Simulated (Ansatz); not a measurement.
Ansatz (a first-principles code) job for Al(F)(H)(NCO) (CHAlFNO), SMILES O=C=[N][AlH][F], CAM-B3LYP/def2-SVPD. Coordinates come from a B3LYP-D3(BJ)/def2-SVP optimisation. The values are those of a single conformer.

Ansatz 0.2 input:
```yaml
crystal:
  periodic: [false, false, false]
  atoms:
    - {symbol: Al, position_ang: [0.49244108, -1.19907247, 0.00000000]}
    - {symbol: F, position_ang: [-0.83594900, -2.19547373, -0.00000000]}
    - {symbol: H, position_ang: [1.92592933, -1.81254019, -0.00000001]}
    - {symbol: N, position_ang: [0.19996779, 0.54373383, -0.00000000]}
    - {symbol: C, position_ang: [-0.03253706, 1.72555674, 0.00000001]}
    - {symbol: O, position_ang: [-0.25108432, 2.87503357, -0.00000000]}
basis:
  gaussian:
    orbitals: def2-SVPD
hamiltonian:
  xc: {name: CAM-B3LYP}
```

It prints:

```
WARN ansatz: RAYON_NUM_THREADS=1 ignored (pool sized by the plan → 1); use --threads N
Functional definition: CAM-B3LYP
integrals: 0.05 GiB planned
1016 factors; their error is unknown
integrals: 0.08 GiB planned
380 factors; integrals over basis functions are off by at most 5.1e-5 eV
mean field: 0.51 GiB planned
mean field evaluation 1: about -13891.3362 eV, gradient 6.2e1 eV
mean field evaluation 2: about -13887.1805 eV, gradient 8.2e1 eV
mean field evaluation 4: about -13897.9429 eV, gradient 3.5e0 eV
mean field evaluation 8: about -13897.9673 eV, gradient 9.9e-2 eV
mean field evaluation 16: about -13898.0125 eV, gradient 2.0e-5 eV
mean field -13898.01249498 eV, -510.7425387794 hartree, gradient 2.0e-5 eV, S^2 0.000000; 0 other end points of the search recorded, 0 dependent functions left out
reference -13898.01263584 eV, -510.7425439559 hartree; 22, 22 occupied and 96, 96 virtual orbitals, 1016 factors
Total energy: -13898.01263584 eV, -510.7425439559 hartree
```

The run converged.
